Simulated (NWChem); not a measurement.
# CBr$_{2}$Cl$_{2}$; SMILES BrC(Br)(Cl)Cl

Results from NWChem. Medium grid unless said otherwise, to which SCAN and Minnesota functionals are sensitive. Structure relaxed at the PBE0/def2-SVP level. Hybrids' shares of exact exchange are those that their runs print; pure functionals count as 0. The functionals differ in more than this share.

```csv
row,share of exact exchange,highest occupied level (eV)
"LDA (Slater exchange, VWN5)/def2-TZVPD",0.00,-7.25
PBE/def2-TZVPD,0.00,-7.10
B3LYP/def2-TZVPD,0.20,-8.14
PBE0/def2-TZVPD,0.25,-8.40
M06-2X/def2-TZVPD,0.54,withheld
Hartree-Fock/def2-TZVPD,1.00,-11.41
```

Problem. Fit a straight line of the last column on the one before it, predict the withheld value, and compare with the run.

Solution. 
1. Means of the 5 shown rows: x = 0.290, y = -8.460. Slope Σ(x − x̄)(y − ȳ)/Σ(x − x̄)² = -2.871/0.6820 = -4.210; intercept -7.239.
2. The shown rows scatter about the line by 0.085 (root mean square); the largest residual is +0.14, at PBE/def2-TZVPD.
3. At x = 0.54 (M06-2X/def2-TZVPD; inside the shown range) the line gives -9.51.
4. The run gives -9.65, -0.14 from the line, 1.6 times the scatter.
